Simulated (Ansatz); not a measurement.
Complex (SMILES): [SiH4] (SiH4) with [H][H] (H2), atoms 1 to 5 the first; geometry from B3LYP-D3(BJ)/def2-TZVP, monomers rigid:
```xyz
7

Si     0.0572    -0.2137    -0.1147
H      1.0024     0.6011     0.6813
H     -0.6863    -1.1236     0.7855
H     -0.8976     0.6793    -0.8090
H      0.8074    -1.0085    -1.1129
H     -1.6187     1.7089     2.1168
H     -2.0030     2.1245     2.5994
```

Basis-set convergence of the uncorrected interaction energy at HF with Ansatz (an electronic-structure program). Cartesian d functions, on some or all atoms, in 6-31G*, 6-31+G*, 6-311G**, 6-311+G**; all else is spherical. No added dispersion term, no relativity. Functions are those of the species that has most. Reference: the counterpoise-corrected one, the value in aug-pcseg-3, 0.34 kcal/mol. Deviations are taken from unrounded values.

| basis | functions | uncorrected interaction energy (kcal/mol) |
|---|---|---|
| 6-31G* | 31 | 0.24 |
| 6-31+G* | 35 | 0.23 |
| def2-SVP | 48 | 0.19 |
| def2-SVPD | 72 | 0.17 |
| pcseg-1 | 48 | 0.23 |
| aug-pcseg-1 | 81 | 0.12 |
| cc-pV(D+d)Z | 53 | 0.27 |
| aug-cc-pV(D+d)Z | 86 | 0.21 |
| 6-311G** | 63 | 0.29 |
| 6-311+G** | 67 | 0.30 |
| def2-TZVP | 73 | 0.29 |
| def2-TZVPD | 97 | 0.31 |
| pcseg-2 | 118 | 0.30 |
| aug-pcseg-2 | 188 | 0.28 |
| cc-pV(T+d)Z | 123 | 0.31 |
| aug-cc-pV(T+d)Z | 193 | 0.29 |
| def2-TZVPP | 126 | 0.31 |
| def2-TZVPPD | 150 | 0.32 |
| cc-pV(Q+d)Z | 244 | 0.33 |
| aug-cc-pV(Q+d)Z | 365 | 0.33 |
| def2-QZVPP | 250 | 0.33 |
| def2-QZVPPD | 274 | 0.34 |
| pcseg-3 | 262 | 0.34 |
| aug-pcseg-3 | 383 | 0.33 |

What the diffuse functions change, pair by pair:
- 6-31G* to 6-31+G*: 4 more functions, deviation -0.10 to -0.11 kcal/mol
- def2-SVP to def2-SVPD: 24 more functions, deviation -0.15 to -0.17 kcal/mol
- pcseg-1 to aug-pcseg-1: 33 more functions, deviation -0.11 to -0.22 kcal/mol
- cc-pV(D+d)Z to aug-cc-pV(D+d)Z: 33 more functions, deviation -0.07 to -0.13 kcal/mol
- 6-311G** to 6-311+G**: 4 more functions, deviation -0.04 to -0.04 kcal/mol
- def2-TZVP to def2-TZVPD: 24 more functions, deviation -0.05 to -0.03 kcal/mol
- pcseg-2 to aug-pcseg-2: 70 more functions, deviation -0.04 to -0.06 kcal/mol
- cc-pV(T+d)Z to aug-cc-pV(T+d)Z: 70 more functions, deviation -0.03 to -0.05 kcal/mol
- def2-TZVPP to def2-TZVPPD: 24 more functions, deviation -0.03 to -0.02 kcal/mol
- cc-pV(Q+d)Z to aug-cc-pV(Q+d)Z: 121 more functions, deviation -0.01 to -0.01 kcal/mol
- def2-QZVPP to def2-QZVPPD: 24 more functions, deviation -0.01 to 0.00 kcal/mol
- pcseg-3 to aug-pcseg-3: 121 more functions, deviation 0.00 to -0.01 kcal/mol

Leaving out the reference's own pair, they bring the value nearer the reference by more than 0.01 kcal/mol in 2 of 11 pairs.
